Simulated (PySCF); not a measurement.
Isomers of C9H9Cl, mass 152.039 u with the commonest isotopes. Computed with PBE0-D3(BJ)/def2-SVP geometry optimisation, gas phase (PySCF). One conformer each, none proved a minimum here; rigid rotors.

Task: Order these by radius of gyration √(Σ m r²/M), smallest first.
A. `[CH2:1]=[CH:2][CH2:3][c:4]1[cH:5][cH:6][c:7]([Cl:8])[cH:9][cH:10]1` with C1–C2–C3–C4 -119°, C2–C3–C4–C5 46°
B. `CC#C[C@]1(Cl)C=CC=C1C`
C. `[CH2:1]=[CH:2][C:3]1=[CH:4][CH:5]=[C:6]([Cl:7])[CH:8]=[CH:9][CH2:10]1` with C1–C2–C3–C4 177°, C3–C4–C5–C6 31°, C5–C6–C8–C9 -33°, C8–C9–C10–C3 71°, C2–C3–C10–C9 112°
D. `[CH2:1]=[C:2]([CH3:3])[c:4]1[cH:5][cH:6][c:7]([Cl:8])[cH:9][cH:10]1` with C1–C2–C4–C5 -155° (4-chloro-alpha-methylstyrene)

Result: B (2.296 Å), C (2.526 Å), D (2.619 Å), A (2.726 Å).

Task: Order these by rotational constant C, smallest first.
A. `[CH2:1]=[C:2]([CH3:3])[c:4]1[cH:5][cH:6][c:7]([Cl:8])[cH:9][cH:10]1` with C1–C2–C4–C5 -155°
B. `[CH2:1]=[CH:2][CH2:3][c:4]1[cH:5][cH:6][c:7]([Cl:8])[cH:9][cH:10]1` with C1–C2–C3–C4 -119°, C2–C3–C4–C5 46°
C. `[CH2:1]=[CH:2][C:3]1=[CH:4][CH:5]=[C:6]([Cl:7])[CH:8]=[CH:9][CH2:10]1` with C1–C2–C3–C4 177°, C3–C4–C5–C6 31°, C5–C6–C8–C9 -33°, C8–C9–C10–C3 71°, C2–C3–C10–C9 112°
D. `CC#C[C@]1(Cl)C=CC=C1C`

Result: B (452.6 MHz), A (488.2 MHz), C (531.5 MHz), D (778.7 MHz).

Task: Order these by out-of-plane moment Σ m c² = (Ia + Ib − Ic)/2, largest first.
A. `[CH2:1]=[CH:2][CH2:3][c:4]1[cH:5][cH:6][c:7]([Cl:8])[cH:9][cH:10]1` with C1–C2–C3–C4 -119°, C2–C3–C4–C5 46°
B. `CC#C[C@]1(Cl)C=CC=C1C`
C. `[Cl:1][c:2]1[cH:3][cH:4][c:5]([CH:6]2[CH2:7][CH2:8]2)[cH:9][cH:10]1` with C4–C5–C6–C7 144° (1-chloro-4-cyclopropylbenzene)
D. `[CH2:1]=[CH:2][C:3]1=[CH:4][CH:5]=[C:6]([Cl:7])[CH:8]=[CH:9][CH2:10]1` with C1–C2–C3–C4 177°, C3–C4–C5–C6 31°, C5–C6–C8–C9 -33°, C8–C9–C10–C3 71°, C2–C3–C10–C9 112°
E. `[CH2:1]=[C:2]([CH3:3])[c:4]1[cH:5][cH:6][c:7]([Cl:8])[cH:9][cH:10]1` with C1–C2–C4–C5 -155° (4-chloro-alpha-methylstyrene)

Result: B (152.64 u·Å²), C (19.84 u·Å²), D (19.01 u·Å²), A (12.72 u·Å²), E (7.37 u·Å²).

```json
{"SMILES": "CC#C[C@]1(Cl)C=CC=C1C", "point group": "C1", "Ia (u·Å²)": "350.05", "Ib (u·Å²)": "604.22", "Ic (u·Å²)": "648.99", "κ": "-0.83", "μa (D)": "1.22", "μb (D)": "1.84", "μc (D)": "0.24"}
{"SMILES": "C=C(C)c1ccc(Cl)cc1", "point group": "–", "Ia (u·Å²)": "141.20", "Ib (u·Å²)": "908.79", "Ic (u·Å²)": "1035.25", "κ": "-0.96", "μa (D)": "1.67", "μb (D)": "0.29", "μc (D)": "0.09"}
{"SMILES": "C=CCc1ccc(Cl)cc1", "point group": "C1", "Ia (u·Å²)": "134.67", "Ib (u·Å²)": "1007.50", "Ic (u·Å²)": "1116.72", "κ": "-0.97", "μa (D)": "1.73", "μb (D)": "0.44", "μc (D)": "0.12"}
{"SMILES": "Clc1ccc(C2CC2)cc1", "point group": "Cs", "Ia (u·Å²)": "124.20", "Ib (u·Å²)": "947.09", "Ic (u·Å²)": "1031.61", "κ": "-0.98", "μa (D)": "2.22", "μb (D)": "0.21", "μc (D)": "0.00"}
{"SMILES": "C=CC1=CC=C(Cl)C=CC1", "point group": "C1", "Ia (u·Å²)": "153.15", "Ib (u·Å²)": "835.78", "Ic (u·Å²)": "950.91", "κ": "-0.95", "μa (D)": "1.78", "μb (D)": "0.26", "μc (D)": "0.18"}
```
